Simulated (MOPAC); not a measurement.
Input for MOPAC: PM6 on BP+, 2S+1 = 4, a spin state set in the input, which need not be the lowest, a point of a bond scan (R = 1.854 Å). Charge +1.

```
PM6 1SCF PRECISE CHARGE=1 UHF MS=1.5 THREADS=1
BP

B      0.00000000 1     0.00000000 1     0.00000000 1
P      0.00000000 1     0.00000000 1     1.85363100 1
```

It printed:

```
*******************************************************************************
 **                                                                           **
 **                              MOPAC v23.2.5                                **
 **                                                                           **
 *******************************************************************************
 ** MOPAC's Digital Object Identifier: https://doi.org/10.5281/zenodo.6511958 **
 **                                                                           **
 ** Please cite the open-source release paper for use of this MOPAC version:  **
 ** J. E. Moussa and J. J. P. Stewart (2026)                                  **
 ** MOPAC: An open-source semiempirical molecular orbital program             **
 ** J. Open Source Softw., 11(119), 8025, https://doi.org/10.21105/joss.08025 **
 *******************************************************************************

                              PM6 CALCULATION RESULTS

 *******************************************************************************
 *  PM6        - The PM6 Hamiltonian to be used
 *  UHF        - UNRESTRICTED HARTREE-FOCK CALCULATION
 *
 *
 *
 *                 CHARGE ON SYSTEM = +1
 *
 *
 *
 *  MS=        - IN MECI, MAGNETIC COMPONENT OF SPIN =  1.5
 *  PRECISE    - TIGHTER CRITERIA TO BE USED
 *  1SCF       - DO 1 SCF AND THEN STOP
 *  THREADS=1  - MULTI-THREADING NOT USED
 *  T=         - A TIME OF 172800.0 SECONDS REQUESTED
 *  DUMP=N     - RESTART FILE WRITTEN EVERY 7200.0 SECONDS REQUESTED
 *******************************************************************************
PM6 1SCF PRECISE CHARGE=1 UHF MS=1.5 THREADS=1
 BP

   ATOM   CHEMICAL          X               Y               Z
  NUMBER   SYMBOL      (ANGSTROMS)     (ANGSTROMS)     (ANGSTROMS)

     1       B          0.00000000  *   0.00000000  *   0.00000000  *
     2       P          0.00000000  *   0.00000000  *   1.85363100  *



          CARTESIAN COORDINATES

    NO.       ATOM           X           Y           Z

     1         B          0.0000      0.0000      0.0000
     2         P          0.0000      0.0000      1.8536

 General Reference for PM6:
 "Optimization of Parameters for Semiempirical Methods V: Modification of NDDO Approximations
 and Application to 70 Elements", J. J. P. Stewart, J. Mol. Mod., 13, 1173-1213 (2007)
 URL: https://link.springer.com/article/10.1007/s00894-007-0233-4

           Empirical Formula: B P  =     2 atoms



      MOLECULAR POINT GROUP   :   C*v


          UHF CALCULATION, NO. OF ALPHA ELECTRONS =    5
                           NO. OF BETA  ELECTRONS =    2

 -------------------------------------------------------------------------------
 PM6 1SCF PRECISE CHARGE=1 UHF MS=1.5 THREADS=1
 BP



     1SCF WAS SPECIFIED, SO BFGS WAS NOT USED
     SCF FIELD WAS ACHIEVED


                              PM6 CALCULATION
                                                       MOPAC v23.2.5 Linux




          FINAL HEAT OF FORMATION =        351.32864 KCAL/MOL =    1469.95903 KJ/MOL


          COSMO AREA              =         78.11 SQUARE ANGSTROMS
          COSMO VOLUME            =         61.53 CUBIC ANGSTROMS

          IONIZATION POTENTIAL    =         15.316758 EV
          ALPHA SOMO LUMO (EV)    =        -15.317 -6.302
          BETA  SOMO LUMO (EV)    =        -17.453 -7.805
          NO. OF ALPHA ELECTRONS  =          5
          NO. OF BETA  ELECTRONS  =          2
          MOLECULAR WEIGHT        =         41.7838         POINT GROUP:  C*v

          MOLECULAR DIMENSIONS (Angstroms)

            Atom       Atom       Distance
            P     2    B     1     1.85363
            P     2    B     1     0.00000
            B     1    P     2     0.00000


          SCF CALCULATIONS        =          1





   ATOM   CHEMICAL          X               Y               Z
  NUMBER   SYMBOL      (ANGSTROMS)     (ANGSTROMS)     (ANGSTROMS)

     1       B          0.00000000  *   0.00000000  *   0.00000000  *
     2       P          0.00000000  *   0.00000000  *   1.85363100  *

                             CARTESIAN COORDINATES

   1    B        0.000000000     0.000000000     0.000000000
   2    P        0.000000000     0.000000000     1.853631000


           Empirical Formula: B P  =     2 atoms



      MOLECULAR POINT GROUP   :   C*v


          ALPHA EIGENVALUES
 -26.02680 -19.44384 -16.04561 -16.04561 -15.31676  -6.30158  -6.30158  -3.54321
 128.16726 128.16726 128.26789 128.26789 128.28393


           BETA EIGENVALUES
 -24.51330 -17.45340  -7.80533  -7.80533  -7.68730  -4.68937  -4.68937  -2.49215
 129.22395 129.30850 129.30850 129.55480 129.55480


              NET ATOMIC CHARGES AND DIPOLE CONTRIBUTIONS

  ATOM NO.   TYPE          CHARGE      No. of ELECS.   s-Pop       p-Pop       d-Pop
    1          B           0.622237        2.3778     1.55867     0.81910
    2          P           0.377763        4.6222     1.90299     2.71515     0.00410
 DIPOLE           X         Y         Z       TOTAL
 POINT-CHG.     0.000     0.000    -3.237     3.237
 HYBRID        -0.000    -0.000    -0.764     0.764
 SUM           -0.000    -0.000    -4.001     4.001


          ATOMIC ORBITAL ELECTRON POPULATIONS

     Atom    s        px        py        pz      x^2-y^2     xz        z^2       yz        xy
    1  B   1.55867   0.13978   0.13978   0.53953
    2  P   1.90299   0.85983   0.85983   0.99548   0.00000   0.00038   0.00333   0.00038   0.00000


                    (SZ)    =    1.500000
                    (S**2)  =    3.760677


          ATOMIC ORBITAL SPIN POPULATIONS

    Atom   Total    s     px     py     pz   x^2-y^2  xz     z^2    yz     xy
         Atomic
    1  B  0.9103  0.310  0.140  0.140  0.321
    2  P  2.0897 -0.009  0.860  0.860  0.379  0.000  0.000 -0.000  0.000  0.000

 **********************
 *                    *
 * JOB ENDED NORMALLY *
 *                    *
 **********************




 == MOPAC DONE ==
```

The run finished.

Cost: about 0.020 core-seconds (a rough figure).
